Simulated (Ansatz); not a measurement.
Stepwise reaction of `[SeH][SiH2][SeH]` with ammonia, as a gas-phase model of exchange steps in deposition or etching. ΔE in kJ/mol; ΔG adds harmonic PBE0-D4 terms to CCSD(T)/CBS, at 1 bar.

Isolated molecules relaxed with PBE0-D4/def2-TZVP in Ansatz; ΔE leaves out vibrations. CCSD(T)/CBS is the MP2 limit (def2-TZVPP, def2-QZVPP) plus CCSD(T) − MP2 in def2-TZVPP, frozen cores. This one scheme is used for every species. Functionals use def2-TZVPP. B3LYP here is the variant with VWN-RPA as its local correlation; programs differ in this. For Se outer-core shells are correlated without core-valence functions, which leaves a few kJ/mol of doubt a bond. Scalar relativity is left out up to krypton. One conformer a species, not always the lowest.

```csv
step,reaction,PBE-D4,B3LYP-D4,ωB97M-V,CCSD(T)/CBS,ΔG(500 K)
1,`[SeH][SiH2][SeH]` + NH₃ → `N[SiH2][SeH]` + H₂Se,18.3,9.3,8.1,13.6,-1.0
```

Question: Give the row of step 2, `N[SiH2][SeH]` + NH₃ → `N[SiH2]N` + H₂Se. (Best estimate.)

Answer: Computed: 
| step | reaction | PBE-D4 | B3LYP-D4 | ωB97M-V | CCSD(T)/CBS | ΔG(500 K) |
| --- | --- | --- | --- | --- | --- | --- |
| 2 | `N[SiH2][SeH]` + NH₃ → `N[SiH2]N` + H₂Se | 18.4 | 7.9 | 6.8 | 10.7 | 4.2 |

Question: By hand: ΔE of the 2 steps together at CCSD(T)/CBS.

Answer: (13.6) + (10.7) = 24.3 kJ/mol, or 12.1 kJ/mol a step.

In ΔE the steps differ by no more than 2.9 kJ/mol. All are uphill at CCSD(T)/CBS. ΔG lies between -1.0 and 4.2 kJ/mol a step. PBE-D4 differs from CCSD(T)/CBS by 4.7 to 7.7 kJ/mol a step. Isolated molecules leave out the surface, adducts and barriers. Largest T1 diagnostic: 0.010.
